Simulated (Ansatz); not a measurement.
Relaxation of H11N4O2Ta (18 atoms, charge 0, multiplicity 1), to a largest force component of 0.03 eV/Å in at most 50 steps.

Method: RKS PBE/def2-SVP (Ansatz 0.2.0).

```xyz
18
Properties=species:S:1:pos:R:3
Ta -0.415 -0.609 0.111
N 2.782 0.391 0.259
H 3.071 0.699 1.197
H 3.591 0.554 -0.358
N 0.040 -0.188 2.062
H 0.767 -0.711 2.559
H -0.103 0.714 2.532
N 0.098 -0.477 -1.849
H -0.001 0.379 -2.408
H 0.853 -1.046 -2.246
O -1.208 1.142 0.017
H -1.529 2.025 0.246
N -2.006 -1.792 0.180
H -2.569 -1.919 1.028
H -2.516 -2.113 -0.649
O 0.972 -2.045 0.317
H 0.681 -2.973 0.389
H 2.680 -0.646 0.330
```

Question: Where does it end, and by what steps?

Answer: The forces met the threshold. After 18 steps the energy has fallen by 0.490 eV; H12 moved furthest, 1.42 Å. Joined: Ta1–N2 (3.35 → 2.45 Å).

```csv
step,energy less start (eV),largest force component (eV/Å),accepted
0,0.0000,0.498,yes
1,-0.0507,0.444,yes
2,-0.1137,0.553,yes
3,-0.1997,0.690,yes
4,-0.3007,0.811,yes
5,-0.3561,0.823,yes
6,-0.4049,0.744,yes
7,-0.4184,0.583,yes
8,-0.3845,0.870,no
9,-0.4602,0.158,yes
10,-0.4698,0.177,yes
11,-0.4704,0.858,yes
12,-0.4848,0.152,yes
13,-0.4856,0.192,yes
14,-0.4884,0.055,yes
15,-0.4886,0.092,yes
16,-0.4895,0.080,yes
17,-0.4895,0.045,yes
18,-0.4897,0.013,yes
```

```xyz
18
Properties=species:S:1:pos:R:3
Ta -0.070 -0.569 0.196
N 2.177 0.416 0.241
H 2.414 0.991 1.060
H 2.488 0.902 -0.610
N -0.020 -0.411 2.257
H 0.423 -1.072 2.905
H -0.437 0.350 2.806
N 0.158 -0.627 -1.858
H -0.207 0.070 -2.518
H 0.652 -1.350 -2.394
O -0.636 1.299 0.073
H -0.129 2.125 0.051
N -1.795 -1.589 0.175
H -2.355 -1.800 1.006
H -2.283 -1.887 -0.675
O 1.247 -2.058 0.331
H 0.846 -2.945 0.360
H 2.715 -0.461 0.312
```

Run time: 63 s on 4 threads of Arm Neoverse V1, with other jobs on the host, peak memory 0.27 GiB.
